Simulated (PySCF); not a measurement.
Delta-SCF ions had no search for a lower state. Excitations are Tamm–Dancoff values on a coarser integration grid. The basis has no diffuse functions, so Rydberg states are missing or too high.

Cartesian coordinates (Å):
SMILES: C/C=C(\[SiH3])C#N
```xyz
13

C      1.8034    -0.2524     0.3233
C      0.7618     0.8040     0.2047
C     -0.5403     0.5991    -0.0575
Si    -1.3120    -1.1051    -0.3301
C     -1.4144     1.7222    -0.1406
N     -2.1597     2.6001    -0.2174
H      2.5930    -0.0892    -0.4161
H      2.2826    -0.2027     1.3052
H      1.4096    -1.2587     0.1856
H      1.1072     1.8250     0.3440
H     -2.7531    -0.9265    -0.5912
H     -0.6648    -1.7710    -1.4830
H     -1.1132    -1.9446     0.8730
```
Charge 0, spin multiplicity 1.

What vertical ionisation energy (Delta-SCF), S1 excitation (TDA) and total energy does PBE-D3(BJ)/def2-TZVP // B3LYP-D3(BJ)/def2-TZVP (PySCF) give?


```
Item                                          Result
--------------------------------------  ------------
vertical ionisation energy (Delta-SCF)       9.64 eV
S1 excitation (TDA)                          5.28 eV
total energy                            -500.5129 Ha
```
